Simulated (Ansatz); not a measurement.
Mulliken charges of CH₆BNO (`NCBO`) from ωB97M-V/def2-TZVPP in Ansatz (PBE0-D4/def2-TZVP geometry).

| atom | x (Å) | y (Å) | z (Å) | charge (e) |
| --- | --- | --- | --- | --- |
| N1 | -0.796 | 1.423 | 0.175 | -0.291 |
| C2 | -0.292 | 0.117 | 0.580 | -0.138 |
| B3 | 0.413 | -0.656 | -0.585 | 0.070 |
| O4 | 0.641 | -1.983 | -0.435 | -0.254 |
| H5 | -0.079 | 1.948 | -0.310 | 0.102 |
| H6 | -1.083 | 1.974 | 0.973 | 0.097 |
| H7 | 0.430 | 0.146 | 1.419 | 0.103 |
| H8 | -1.124 | -0.496 | 0.948 | 0.110 |
| H9 | 0.785 | -0.097 | -1.588 | 0.012 |
| H10 | 1.105 | -2.376 | -1.177 | 0.190 |

Task: By hand: the dipole of these point charges (1 e Å = 4.8032 D).

Result: Σ q r = (0.165, -0.074, 0.009) e Å, of length 0.181 e Å = 0.87 D.

Task: How does the dipole of the full density compare? (Estimate.)

Result: Ansatz gave: (0.317, -0.015, -0.034) e Å, 1.53 D; the point charges give 0.57 times that, at 23° from its direction.

Point charges leave out the atoms' own dipoles, such as those of lone pairs, and Mulliken's split depends on the basis, so the two needn't agree.
